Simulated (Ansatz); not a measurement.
`C[N](C)[Ge][F]` + CH₃OH → `C[O][Ge][F]` + `CNC` at 500 K and 1 bar (ligand exchange at a Ge–N bond).

Gas-phase electronic energies from Ansatz, PBE0-D4/def2-TZVP geometries. CCSD(T)/CBS is the MP2 limit (def2-TZVPP, def2-QZVPP) plus CCSD(T) − MP2 in def2-TZVPP, frozen cores. This one scheme is used for every species. For Ge outer-core shells are correlated without core-valence functions, which leaves a few kJ/mol of doubt a bond. Scalar relativity is left out up to krypton. One conformer a species, not always the lowest.

```
         species  CCSD(T)/CBS energy (Eh)  H − E (kJ/mol)  S (J/(mol·K))
`C[N](C)[Ge][F]`              -2310.36681           266.1          405.0
           CH₃OH               -115.61712           157.0          265.4
   `C[O][Ge][F]`              -2290.98541           149.4          365.0
           `CNC`               -135.00321           273.8          313.8
```

H − E and S are ideal-gas, rigid-rotor, harmonic terms from PBE0-D4/def2-TZVP, for one conformer and one mirror image of each species. 1 Eh = 2625.50 kJ/mol, R = 8.31446 J/(mol·K).

By hand: ΔE, ΔH, ΔS and ΔG.

ΔE = (-2290.98541) + (-135.00321) − (-2310.36681) − (-115.61712) = -0.00469 Eh = -12.3 kJ/mol. Δ(H − E) = 149.4 + 273.8 − 266.1 − 157.0 = 0.1, so ΔH = -12.2 kJ/mol. ΔS = 365.0 + 313.8 − 405.0 − 265.4 = 8.4 J/(mol·K). ΔG = -12.2 − 500 × (8.4)/1000 = -16.4 kJ/mol.

By hand: the equilibrium constant, and the temperature at which ΔG would vanish if ΔH and ΔS stayed fixed.

log₁₀ K = −ΔG/(RT ln 10) = 1.7. ΔH and −TΔS have one sign here, so there is no such temperature.

TΔS isn't small against ΔH here. A doubt of 5 kJ/mol in ΔE shifts log₁₀ K by 0.5 here. Other conformers and mirror images would add mixing entropy, several J/(mol·K) or more a flexible species. These are equilibria of isolated gas molecules and say nothing of rates. Largest T1 diagnostic: 0.015 (customary marks: 0.02 for closed shells, 0.045 for open ones).

ΔS is within the doubt of such terms, so its sign, and with it that verdict, could turn.
